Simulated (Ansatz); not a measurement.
Geometry optimisation, RKS PBE-D4/def2-SVP (Ansatz 0.2.0).

input.yaml

```yaml
crystal:
  periodic: [false, false, false]
  atoms:
    - { symbol: W, position_ang: [-0.101572, -0.112536, -0.09391] }
    - { symbol: F, position_ang: [-0.013413, -0.03802, 1.758651] }
    - { symbol: F, position_ang: [1.754091, -0.150983, -0.218293] }
    - { symbol: F, position_ang: [-0.104048, 1.743782, -0.220518] }
    - { symbol: F, position_ang: [-1.960458, -0.098134, 0.005266] }
    - { symbol: F, position_ang: [-0.123406, -1.971757, -0.004016] }
    - { symbol: F, position_ang: [-0.222758, -0.233997, -1.948409] }
    - { symbol: H, position_ang: [1.61079, 1.783247, 1.351518] }
    - { symbol: H, position_ang: [1.465175, 1.478998, 1.986911] }
basis:
  gaussian: { orbitals: def2-SVP }
hamiltonian:
  xc: pbe
  dispersion: d4
relax:
  f_tol: 0.03
  max_steps: 50
output:
  orbitals: {}
```

Command:

```bash
$ ansatz run input.yaml --threads 4 --pin off --max-ram 5120MiB --backend cpu --events-out ev --progress --plain --runs-dir out
```

Where does it end, and by what steps?

The run converged. The force dipped under the threshold on the way, but the program's further checks kept it going. After 6 steps the energy has fallen by 0.252 eV; H8 moved furthest, 0.80 Å.

```
step  energy less start (eV)  largest force component (eV/Å)  accepted
   0                  0.0000                           1.649       yes
   1                 -0.1598                           0.188       yes
   2                 -0.2193                           0.087       yes
   3                 -0.2447                           0.056       yes
   4                 -0.2509                           0.064       yes
   5                 -0.2515                           0.008       yes
   6                 -0.2517                           0.019       yes
```

```xyz
9
Properties=species:S:1:pos:R:3
W -0.215 -0.248 -0.212
F -0.102 -0.170 1.645
F 1.642 -0.300 -0.328
F -0.176 1.610 -0.302
F -2.072 -0.202 -0.098
F -0.260 -2.107 -0.127
F -0.332 -0.334 -2.068
H 2.026 2.320 1.780
H 1.792 1.833 2.327
```

Whether the end is a true minimum wasn't checked by a vibrational analysis.

Time of the run: 13 s on 4 threads of Arm Neoverse V1 (shared host), peak memory 0.19 GiB.
